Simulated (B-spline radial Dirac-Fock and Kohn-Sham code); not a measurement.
**Run log: Si⁶⁺**

ΔSCF core binding energies without Breit or QED terms, calculated with a radial B-spline solver. Keys: rel is the Hamiltonian (dirac, or spin-free x2c and nr, where L3 and M5 stand for the whole 2p and 3d shells), method is hf or an exchange,correlation pair (spin-unpolarised, also for the hole states), nuc the nuclear model, radius_factor scales its radius, rmax is the box in bohr, h the logarithmic mesh step, order the B-spline order, points the quadrature points per cell, c_factor scales the speed of light, and damp, ndamp, maxit and tol steer the iteration. The run stops when the commutator error falls below 10·tol·max(1, Z/10), or the numerical noise floor, and the energy has settled to about 1e-8 Ha; the virial ratio is −V/T.

Input (task.json):

```json
{"items": [{"Z": 14, "q": 6, "cfg": [[1, 0, 2], [2, 0, 2], [2, 1, 4]], "A": 28, "rrms": 3.1224, "do": "settings", "holes": ["K", "L3", "M5"],
  "settings": [{"rel": "dirac", "method": "hf", "nuc": "fermi", "radius_factor": 0.8, "rmax": 30.0, "h": 0.3, "order": 8, "points": 10, "c_factor": 1.0, "maxit": 60, "damp": 0.2, "ndamp": 3, "tol": 1e-08}]}]}
```

Command: `python xray2_run.py task.json out`

Ground-state iterations:

```
iter   energy (Ha)        error
   1     -267.55283893  9.64e-01
   2     -272.03278682  1.41e-01
   3     -272.12789039  1.27e-02
   4     -272.12877010  1.31e-03
   5     -272.12878019  1.98e-04
   6     -272.12878034  1.44e-05
   7     -272.12878034  1.04e-06
   8     -272.12878034  4.01e-08
```

The ground state converged in 8 iterations, with total energy -272.12878 Ha, virial ratio 1.99545 and highest orbital energy -252.72 eV. ΔSCF binding energies: K (1s) 2022.4 eV. Holes are computed only in closed shells, and unreliable hole states are left out.
